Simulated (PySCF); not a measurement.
Can point charges reproduce the dipole moment of `C=C(C)[C@@]1(C)CCC[SiH2]1`?

Coordinates (PBE0-D3(BJ)/def2-SVP, Å) and charges (e) from the PBE0/pcSseg-1 density (PySCF):

| atom | x | y | z | Mulliken | IAO | Hirshfeld | ESP-fitted |
| --- | --- | --- | --- | --- | --- | --- | --- |
| C1 | 2.018 | -0.367 | 1.542 | -0.0999 | -0.3527 | -0.1247 | -0.6420 |
| C2 | 1.566 | 0.056 | 0.354 | -0.2699 | +0.0305 | +0.0125 | +0.1798 |
| C3 | 2.471 | 0.829 | -0.566 | -0.1761 | -0.4105 | -0.1142 | -0.4814 |
| C4 | 0.166 | -0.208 | -0.154 | -0.7057 | -0.2140 | -0.0568 | +0.2899 |
| C5 | 0.214 | -0.980 | -1.484 | -0.1470 | -0.3988 | -0.1163 | -0.5427 |
| C6 | -0.750 | -0.946 | 0.844 | -0.1555 | -0.2517 | -0.0698 | -0.2280 |
| C7 | -2.219 | -0.732 | 0.474 | -0.1906 | -0.2432 | -0.0671 | -0.0083 |
| C8 | -2.465 | 0.778 | 0.323 | -0.5259 | -0.5352 | -0.1584 | -0.3344 |
| Si9 | -0.838 | 1.421 | -0.413 | +0.6679 | +0.7096 | +0.3250 | +0.3732 |
| H10 | 1.409 | -0.957 | 2.230 | +0.1095 | +0.1378 | +0.0370 | +0.1920 |
| H11 | 3.036 | -0.133 | 1.866 | +0.1007 | +0.1382 | +0.0380 | +0.2238 |
| H12 | 1.979 | 1.739 | -0.952 | +0.1312 | +0.1356 | +0.0393 | +0.1168 |
| H13 | 3.395 | 1.134 | -0.056 | +0.1187 | +0.1450 | +0.0455 | +0.1496 |
| H14 | 2.759 | 0.230 | -1.446 | +0.1346 | +0.1445 | +0.0434 | +0.1471 |
| H15 | 0.707 | -1.957 | -1.337 | +0.1172 | +0.1346 | +0.0354 | +0.1333 |
| H16 | -0.795 | -1.171 | -1.881 | +0.1155 | +0.1301 | +0.0378 | +0.1476 |
| H17 | 0.764 | -0.437 | -2.266 | +0.1234 | +0.1345 | +0.0375 | +0.1238 |
| H18 | -0.491 | -2.019 | 0.897 | +0.1273 | +0.1295 | +0.0366 | +0.0628 |
| H19 | -0.590 | -0.532 | 1.854 | +0.1282 | +0.1255 | +0.0348 | +0.0812 |
| H20 | -2.448 | -1.245 | -0.475 | +0.1184 | +0.1238 | +0.0341 | +0.0327 |
| H21 | -2.883 | -1.183 | 1.229 | +0.1246 | +0.1358 | +0.0385 | +0.0382 |
| H22 | -2.602 | 1.243 | 1.314 | +0.1477 | +0.1445 | +0.0379 | +0.0961 |
| H23 | -3.361 | 1.015 | -0.269 | +0.1451 | +0.1471 | +0.0387 | +0.0945 |
| H24 | -0.276 | 2.585 | 0.342 | -0.0674 | -0.1167 | -0.0819 | -0.1240 |
| H25 | -0.928 | 1.800 | -1.860 | -0.0721 | -0.1236 | -0.0834 | -0.1215 |

Q: What dipole does each set of charges give (1 e·Å = 4.803 D), and what does the density give?

A: The full density gives (-0.44, -0.32, -0.23) D, 0.59 D in size; dipole vectors point from the negative to the positive end.

```tsv
scheme	μx	μy	μz	size (D)	share of the full size (%)	angle to the full dipole (°)
Mulliken	0.35	1.23	-1.55	2.01	340	99
IAO	-0.17	0.98	-0.88	1.33	224	93
Hirshfeld	-0.23	0.17	-0.36	0.46	78	61
ESP-fitted	-0.45	-0.31	-0.25	0.60	101	2
```

Q: Which set comes closest?

A: Length of the difference vector: ESP-fitted 0.02 D, Hirshfeld 0.55 D, IAO 1.48 D, Mulliken 2.19 D. Closest: ESP-fitted. The schemes that divide the density aren't constrained to reproduce the dipole.

Q: What is left for the Hirshfeld atoms' own dipoles?

A: The Hirshfeld atoms' densities add up to the full density, so μ = Σ q r + Σ (atomic dipoles). The atomic dipoles sum to (-0.44, -0.32, -0.23) − (-0.23, 0.17, -0.36) = (-0.21, -0.49, 0.13) D, 0.55 D in size.

Q: With the origin at the mean of the coordinates, (-0.006, -0.002, 0.004) Å, which are the largest single terms, by size, of the IAO dipole along the direction of the full one?

A: C3 +4.07, C8 -3.28, C1 +3.24, H13 -2.17, C7 -2.16 D; all 25 atoms together -0.06 D. The single terms depend on the origin, their sum doesn't.

Q: Give the size of the full dipole in other units.

A: 0.59 D = 0.233 au = 0.123 e·Å = 1.98 × 10⁻³⁰ C·m.

One conformer (not necessarily the lowest) at the PBE0-D3(BJ)/def2-SVP geometry, without solvent, vibrations or thermal averaging.
